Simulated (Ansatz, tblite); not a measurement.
Removing an electron: AgBr₂⁻. Charge -1, multiplicity 1. Geometry: PBE-D4/def2-TZVPD. Ansatz, gas phase; energy differences of separate SCF runs; the oxidised species was run as a doublet alone.

| atom | x (Å) | y (Å) | z (Å) |
| --- | --- | --- | --- |
| Ag1 | 0.000 | 0.000 | 0.000 |
| Br2 | -1.993 | -0.125 | 1.454 |
| Br3 | 1.993 | 0.125 | -1.454 |

In the def2 sets Ag takes a core potential; there is no spin–orbit coupling. The xTB rows come from tblite. The structure comes from a short search, and lower isomers may exist.

```json
{"level": "GFN1-xTB", "−HOMO (eV)": "2.95", "vertical IE (eV)": "7.06", "−LUMO (eV)": "-2.17", "HOMO–LUMO gap (eV)": "5.12"}
{"level": "GFN2-xTB", "−HOMO (eV)": "5.49", "vertical IE (eV)": "8.79", "−LUMO (eV)": "-1.93", "HOMO–LUMO gap (eV)": "7.42"}
{"level": "r2SCAN-D4/def2-TZVPD", "−HOMO (eV)": "1.94", "vertical IE (eV)": "4.53", "−LUMO (eV)": "-2.71", "HOMO–LUMO gap (eV)": "4.65"}
{"level": "PBE0-D4/def2-TZVPD", "−HOMO (eV)": "2.94", "vertical IE (eV)": "4.77", "−LUMO (eV)": "-3.01", "HOMO–LUMO gap (eV)": "5.95"}
```

Run but left out: PBE-D4/def2-TZVPD (neutral doublet: an occupied level 0.01 eV above an empty one).  Raw xTB energy differences between charge states are shifted by several eV; the methods need an empirical correction for them.
